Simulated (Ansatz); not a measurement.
```yaml
crystal:
  periodic: [false, false, false]
  atoms:
    - {symbol: B, position_ang: [-3.285945, 1.533482, -0.799660]}
    - {symbol: C, position_ang: [0.104790, 1.255874, -0.476058]}
    - {symbol: N, position_ang: [1.130066, -0.469602, 1.967294]}
    - {symbol: C, position_ang: [2.695428, -2.688487, 1.437911]}
    - {symbol: H, position_ang: [-4.226180, 2.754646, -2.935188]}
    - {symbol: H, position_ang: [-4.934465, 0.653744, 1.046123]}
    - {symbol: H, position_ang: [1.147038, 0.668314, -2.592445]}
    - {symbol: H, position_ang: [0.740377, 3.577228, -0.100987]}
    - {symbol: H, position_ang: [3.456988, -4.052046, 3.255310]}
    - {symbol: H, position_ang: [3.354499, -3.345572, -0.795702]}
basis:
  gaussian: {orbitals: def2-TZVPP}
hamiltonian: {xc: {name: HF}}
accuracy: high
```

```sh
$ ansatz run in.yaml --threads 2 --pin off --events-out ev --progress --plain --max-ram 4352MiB
```

Output, abridged:

```
Functional definition: HF
3181 factors; integrals over basis functions are off by at most 1.2e-7 eV
mean field evaluation 1: about -4228.5469 eV, gradient 8.2e1 eV
mean field evaluation 2: about -4228.5498 eV, gradient 8.2e1 eV
mean field evaluation 4: about -4211.1833 eV, gradient 1.0e2 eV
mean field evaluation 8: about -4258.7803 eV, gradient 6.5e0 eV
mean field evaluation 16: about -4259.0861 eV, gradient 4.4e-1 eV
mean field evaluation 32: about -4259.4398 eV, gradient 3.3e-2 eV
mean field evaluation 64: about -4259.3940 eV, gradient 2.0e-1 eV
mean field evaluation 96: about -4259.3850 eV, gradient 5.4e-1 eV
mean field evaluation 160: about -4259.0131 eV, gradient 4.4e-1 eV
mean field evaluation 256: about -4259.4119 eV, gradient 6.6e-2 eV
mean field -4259.43983568 eV, -156.5315268094 hartree, gradient 4.4e-8 eV, S^2 0.000000; 5 other end points of the search recorded, 0 dependent functions left out
reference -4259.43983568 eV, -156.5315268094 hartree; 15, 15 occupied and 193, 193 virtual orbitals, 3181 factors
Total energy: -4259.43983568 eV, -156.5315268094 hartree
```

Question: Something in this input is off. What?

Answer: The geometry is stretched to more than twice its size. The run converged. The result belongs to that input, not to the molecule as meant.
